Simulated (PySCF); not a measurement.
PySCF input (CCSD(T)/cc-pVDZ):

```python
from pyscf import gto, scf, mp, cc as ccmod

mol = gto.M(
    atom='''
    B     0.09430468   -0.35799188   -1.21042210
    H    -0.60782282    0.07899554   -2.06759902
    H     0.87309333   -1.22082555   -1.47607758
    P    -0.13240901    0.18225991    0.57830281
    H     1.24934115    0.19789069    0.92124490
    ''',
    basis='cc-pvdz',
    charge=0,
    spin=1,
    verbose=4,
)

mf = scf.UHF(mol)
mf.conv_tol = 1e-10
mf.max_cycle = 100
mf.kernel()
mo, _, stable, _ = mf.stability(return_status=True)
if not stable:
    mf.kernel(mf.make_rdm1(mo, mf.mo_occ))
mp2 = mp.MP2(mf, frozen=6).run()
cc = ccmod.CCSD(mf, frozen=6)
cc.max_cycle = 100
cc.kernel()
et = cc.ccsd_t()
print(f'E(CCSD(T)) = {cc.e_tot + et:.9f}')
```

End of the output:

```
Extra cycle  E= -367.122356297953  delta_E= -5.57e-12  |g|= 9.75e-07  |ddm|= 2.34e-06
converged SCF energy = -367.122356297953  <S^2> = 0.76246281  2S+1 = 2.0124242
uhf_internal: lowest eigs of H = [0.13064931 0.24039076 0.32788898]
<class 'pyscf.scf.uhf.UHF'> wavefunction is stable in the internal stability analysis

******** <class 'pyscf.mp.ump2.UMP2'> ********
nocc = (np.int64(6), np.int64(5)), nmo = (41, 41)
frozen orbitals 6
E(UMP2) = -367.306712326544  E_corr = -0.184356028590858
E(SCS-UMP2) = -367.313806229971  E_corr = -0.191449932017871
E_corr(same-spin) = -0.0343584257205674
E_corr(oppo-spin) = -0.149997602870291

******** <class 'pyscf.cc.uccsd.UCCSD'> ********
CC2 = 0
CCSD nocc = (np.int64(6), np.int64(5)), nmo = (41, 41)
frozen orbitals 6
max_cycle = 100
direct = 0
conv_tol = 1e-07
conv_tol_normt = 1e-06
diis_space = 6
diis_start_cycle = 0
diis_start_energy_diff = 1e+09
Init t2, MP2 energy = -0.184356028795662
Init E_corr(UCCSD) = -0.184356028797137
cycle = 1  E_corr(UCCSD) = -0.212663324310491  dE = -0.0283072955  norm(t1,t2) = 0.0694678
cycle = 2  E_corr(UCCSD) = -0.219888000764693  dE = -0.00722467645  norm(t1,t2) = 0.0257816
cycle = 3  E_corr(UCCSD) = -0.22349921519126  dE = -0.00361121443  norm(t1,t2) = 0.0145919
cycle = 4  E_corr(UCCSD) = -0.223760102860073  dE = -0.000260887669  norm(t1,t2) = 0.00586817
cycle = 5  E_corr(UCCSD) = -0.223591894385142  dE = 0.000168208475  norm(t1,t2) = 0.00392711
cycle = 6  E_corr(UCCSD) = -0.223662065585045  dE = -7.01711999e-05  norm(t1,t2) = 0.00177033
cycle = 7  E_corr(UCCSD) = -0.223672099457628  dE = -1.00338726e-05  norm(t1,t2) = 0.00100183
cycle = 8  E_corr(UCCSD) = -0.22367644832178  dE = -4.34886415e-06  norm(t1,t2) = 0.000664504
cycle = 9  E_corr(UCCSD) = -0.22367582472011  dE = 6.2360167e-07  norm(t1,t2) = 0.000390387
cycle = 10  E_corr(UCCSD) = -0.223673565165834  dE = 2.25955428e-06  norm(t1,t2) = 0.000210289
cycle = 11  E_corr(UCCSD) = -0.223671800897889  dE = 1.76426794e-06  norm(t1,t2) = 7.9789e-05
cycle = 12  E_corr(UCCSD) = -0.223671229241378  dE = 5.71656511e-07  norm(t1,t2) = 3.73434e-05
cycle = 13  E_corr(UCCSD) = -0.223671557456727  dE = -3.28215349e-07  norm(t1,t2) = 1.52329e-05
cycle = 14  E_corr(UCCSD) = -0.223671853124435  dE = -2.95667708e-07  norm(t1,t2) = 7.87542e-06
cycle = 15  E_corr(UCCSD) = -0.223671975583317  dE = -1.22458883e-07  norm(t1,t2) = 3.433e-06
cycle = 16  E_corr(UCCSD) = -0.223671985012474  dE = -9.42915704e-09  norm(t1,t2) = 1.86712e-06
cycle = 17  E_corr(UCCSD) = -0.223671967426576  dE = 1.75858985e-08  norm(t1,t2) = 1.12039e-06
cycle = 18  E_corr(UCCSD) = -0.223671952887945  dE = 1.45386305e-08  norm(t1,t2) = 5.56528e-07
UCCSD converged
E(UCCSD) = -367.3460282508414  E_corr = -0.2236719528879455
UCCSD(T) correction = -0.00609271868594244
E(CCSD(T)) = -367.352120970
```

It need not be the lowest isomer of its formula.
